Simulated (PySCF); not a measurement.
BrH4NO2Sn. Atoms are numbered in the order given.

```xyz
9

N      2.1659    -0.4435    -0.6915
Sn     0.2231     0.1995    -0.5500
O      0.0285     2.1872    -0.6270
O     -0.8275    -0.4298    -2.1278
Br    -0.6642    -0.6174     1.6632
H      2.2487    -1.3226    -0.1589
H      2.3613    -0.6790    -1.6766
H      0.3530     2.5738     0.2105
H     -1.6408     0.1083    -2.2056
```

Geometry: PBE-D3(BJ)/def2-SVP. The structure was generated by enumeration; whether it is a known compound was not checked. The def2 effective core potentials stand for the cores of Sn; spin–orbit coupling is left out. Other conformers were not sampled.

All values below come from TDA-CAM-B3LYP/def2-SVPD (PySCF).

Vertical excitations. Gas-phase values at a fixed geometry.

Computed lowest excited states:
```
state  energy (eV)  λ (nm)      f                                                              main pairs
-----  -----------  ------  -----  ----------------------------------------------------------------------
S1            5.14     241  0.034                                        HOMO→LUMO 72 %, HOMO−1→LUMO 15 %
S2            5.27     235  0.022                                      HOMO−1→LUMO 65 %, HOMO−2→LUMO 24 %
S3            5.45     228  0.070                      HOMO−2→LUMO 58 %, HOMO−1→LUMO 14 %, HOMO→LUMO 14 %
S4            5.80     214  0.018                                                        HOMO−4→LUMO 90 %
S5            5.88     211  0.101                                                        HOMO−3→LUMO 75 %
S6            7.05     176  0.274                                                        HOMO−5→LUMO 72 %
S7            7.13     174  0.113                                                        HOMO−6→LUMO 78 %
S8            7.31     170  0.031                                      HOMO→LUMO+1 57 %, HOMO→LUMO+3 16 %
S9            7.67     162  0.013  HOMO−7→LUMO 35 %, HOMO→LUMO+2 23 %, HOMO→LUMO+1 7 %, HOMO−1→LUMO+2 7 %
S10           7.84     158  0.014                                    HOMO→LUMO+2 42 %, HOMO−1→LUMO+2 20 %
T1            4.44     280      0                                                          HOMO→LUMO 89 %
T2            4.77     260      0                                                        HOMO−1→LUMO 83 %
T3            4.81     258      0                                                        HOMO−2→LUMO 80 %
T4            5.21     238      0                                                        HOMO−3→LUMO 87 %
```
Triplets are in the Tamm–Dancoff approximation.
